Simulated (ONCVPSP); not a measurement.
**How hard is this chlorine ONCV potential?**

Cl (Z = 17), optimised norm-conserving Vanderbilt (ONCV), made with ONCVPSP 4.0.1 (LDA (Perdew-Zunger), scalar-relativistic). Core [Ne], reference 3s1.75 3p5.25. Waves: 3s: rc 1.25 bohr, ncon 4, nbas 8, qcut 5.4 1/bohr, 1 projector; 3p: rc 1.20 bohr, ncon 4, nbas 9, qcut 6.6 1/bohr, 2 projectors, debl 0.7 Ha; d scattering state at 0.04 Ha: rc 1.30 bohr, ncon 4, nbas 9, qcut 7.1 1/bohr, 2 projectors, debl 3 Ha. Local part: polynomial inside 0.80 bohr (lpopt 2, dvloc0 2 Ha). Core correction: none.

Problem. For each optimised wave give the share of its norm inside rc, the residual kinetic energy above qcut (Ha) and the cutoffs (Ha) for errors of 10, 1, 0.1 and 0.01 mHa per electron.

Solution.

```json
{"wave": "3s", "norm inside rc": "0.346", "residual KE": "1.7e-03", "10 mHa": "11.1", "1 mHa": "16.6", "0.1 mHa": "72.2", "0.01 mHa": "105.5"}
{"wave": "3p", "norm inside rc": "0.210", "residual KE": "4.7e-05", "10 mHa": "5.4", "1 mHa": "9.3", "0.1 mHa": "19.3", "0.01 mHa": "125.3"}
{"wave": "p projector 2", "norm inside rc": "0.068", "residual KE": "3.6e-04", "10 mHa": "4.9", "1 mHa": "7.6", "0.1 mHa": "69.0", "0.01 mHa": "226.2"}
{"wave": "d projector 1", "norm inside rc": "0.000", "residual KE": "2.0e-06", "10 mHa": "0.1", "1 mHa": "2.1", "0.1 mHa": "10.8", "0.01 mHa": "19.7"}
{"wave": "d projector 2", "norm inside rc": "0.123", "residual KE": "1.1e-02", "10 mHa": "25.6", "1 mHa": "47.1", "0.1 mHa": "125.3", "0.01 mHa": "205.7"}
```

The occupied waves need 17 Ha and 72 Ha for 1 and 0.1 mHa. Rows with under 1 % of the norm inside rc give no meaningful cutoff. The cutoffs count occupied waves only; projector 2 of the d channel, the hardest unoccupied one, needs 47 Ha at the loose tolerance. Its largest configuration-test error is +321 meV.
